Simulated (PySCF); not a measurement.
CH4BrInO2, SMILES [OH][In]([Br])[O]C.

Geometry: PBE0-D3(BJ)/def2-SVP. The structure was generated by enumeration; whether it is a known compound was not checked. The def2 effective core potentials stand for the cores of In; spin–orbit coupling is left out. The values are those of a single conformer.

Two levels are set side by side: TDDFT-PBE/def2-SVPD (PySCF) and TDDFT-ωB97X/def2-SVPD (PySCF). Vertical, same geometry. The lowest singlet is HOMO→LUMO 100 % with PBE and HOMO→LUMO 91 % with the other functional; states are paired by order. Differences are taken from unrounded values.

```
quantity                               TDDFT-ωB97X  TDDFT-PBE  TDDFT-PBE minus TDDFT-ωB97X
-------------------------------------  -----------  ---------  ---------------------------
lowest singlet excitation (eV)                4.75       3.26                        -1.49
lowest triplet excitation (TDA) (eV)          4.43       2.99                        -1.44
first bright state (f over 0.05) (eV)         5.30       3.99                        -1.31
its oscillator strength                       0.07       0.06                        -0.01
```

A lower first singlet is the usual sign of a functional without exact exchange. Differences between two approximate levels are no errors against the true value.

Rough cost on one machine, each run with all the roots and properties that it gave: TDDFT-ωB97X against TDDFT-PBE about 8 times.
